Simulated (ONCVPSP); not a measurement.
**Configuration tests for K (ONCV)**

- Element: K
- Generator: ONCVPSP 4.0.1
- Type: optimised norm-conserving Vanderbilt (ONCV)
- Functional: revPBE
- Relativity: scalar-relativistic
- Frozen core: [Ne]
- Valence charge: 9
- Reference configuration: 3s2 3p6 3d1
- Partial waves: 3s: rc 1.80 bohr, ncon 4, nbas 9, qcut 7.9 1/bohr, 1 projector; 3p: rc 1.55 bohr, ncon 5, nbas 9, qcut 7.6 1/bohr, 1 projector; 3d: rc 4.00 bohr, ncon 3, nbas 6, qcut 2 1/bohr, 2 projectors, debl 1.3 Ha
- Local potential: polynomial inside 1.30 bohr (lpopt 1, dvloc0 0 Ha)
- Core correction: Teter function, fcfact 3, rcfact 1.45

Energies are relative to the spin-unpolarised reference configuration 3s2 3p6 3d1; without spin polarisation the order of configurations can differ from experiment.

```json
{"valence configuration": "3s2 3p6 3d0", "charge": "+1", "ΔE all-electron (eV)": "1.860", "error AE − PS (meV)": "+15"}
{"valence configuration": "3s2 3p6 3d0 4s0.5", "charge": "+0.5", "ΔE all-electron (eV)": "-0.794", "error AE − PS (meV)": "+16"}
{"valence configuration": "3s2 3p6 3d0 4p1", "charge": "0", "ΔE all-electron (eV)": "-0.908", "error AE − PS (meV)": "+4.9"}
```

(1) What are ΔE and the potential's error for 3s2 3p6 3d0 4s1?

Answers

(1) ΔE = -2.402 eV all-electron; the error (AE − PS) is +13 meV.
